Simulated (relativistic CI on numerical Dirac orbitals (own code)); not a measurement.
Os4+: 5p photoemission

Computed with this model: Dirac-Coulomb-Breit CI, separate exchange-only KLI orbitals for each configuration, a model potential for QED, valence Slater integrals scaled by 0.8, multiplet model of photoemission in the sudden approximation; configurations [Xe] 4f14 5d4 → [Kr] 4d10 4f14 5s2 5p5 5d4; 300 K; Lorentzian 1.5 eV and Gaussian 0.6 eV FWHM. Energies are those of the free ion, without screening or charge transfer. The energies are binding energies and can lie tens of eV above those of solids. S is read from ⟨S²⟩ = S(S + 1).

Field parameters in Wybourne normalisation: Td as Oh with Dq negative (B⁴₀ = 21Dq, B⁴₄ = √(5/14) B⁴₀). The field is a parameter set, without covalency.

free ion: ground-state S = 1.71, centroid 105.29 eV. Peaks (eV, height): 98.2 (100), 104.0 (16), 105.8 (12), 109.4 (7), 119.6 (40).

Td, 10Dq = -6200 cm⁻¹: ground-state S = 1.63, centroid 105.30 eV. Peaks (eV, height): 98.2 (100), 104.2 (15), 109.4 (7), 118.4 (23), 119.8 (33).

Strongest unbroadened transitions for free ion:

```tsv
Energy (eV)	Relative strength
98.21	100.0
100.12	21.5
100.35	2.8
104.03	11.5
105.63	3.8
106.33	4.0
107.17	1.6
108.00	1.4
109.39	3.0
109.95	2.0
111.39	1.5
116.57	5.4
117.43	5.3
117.88	2.4
118.66	2.4
119.64	38.4
121.85	1.4
122.92	1.6
```
